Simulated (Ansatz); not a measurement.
Born–Oppenheimer molecular dynamics of BH₄NO₂ (8 atoms, charge 0, multiplicity 1). It goes on from the last frame of an earlier run, with new velocities.

Level of theory: RKS PBE0-D4/def2-SVP in Ansatz.

| Property | Result |
| --- | --- |
| ensemble | NVT, Langevin thermostat |
| time step | 0.5 fs |
| steps asked | 166 |
| set temperature | 50 K |
| friction | 0.01 /fs |
| temperature schedule | 41 steps to 50 K, then 125 steps to 150 K |
| seed | 29175 |

First frame:

```xyz
8
Properties=species:S:1:pos:R:3
B 0.056 -0.118 -0.112
O -0.075 0.513 1.136
H -0.945 0.359 1.525
N 1.272 -0.065 -0.737
H 1.448 -0.690 -1.540
H 2.062 0.424 -0.313
O -0.957 -0.874 -0.679
H -1.765 -0.687 -0.213
```

Task: How far do the bonds stretch over the last three quarters of this one trajectory? (Pairs bonded in most of those frames.)

Result: 
```csv
bond,mean (Å),spread (Å),shortest,longest
B1–O2,1.379,0.019,1.33,1.41
B1–N4,1.408,0.011,1.39,1.43
B1–O7,1.381,0.012,1.36,1.40
O2–H3,0.960,0.011,0.94,0.98
N4–H5,1.010,0.017,0.98,1.04
N4–H6,1.009,0.011,0.98,1.03
O7–H8,0.961,0.013,0.93,0.99
```

Mean temperature of the second half: 89 K. The schedule's set-point averaged 117 K over the second half and the system 89 K, so it lags behind the ramp. A run of 0.083 ps of so small a system gives no equilibrium averages.

Run time: 5.8 min on 1 thread of Arm Neoverse V1, on a shared host, peak memory 0.13 GiB.
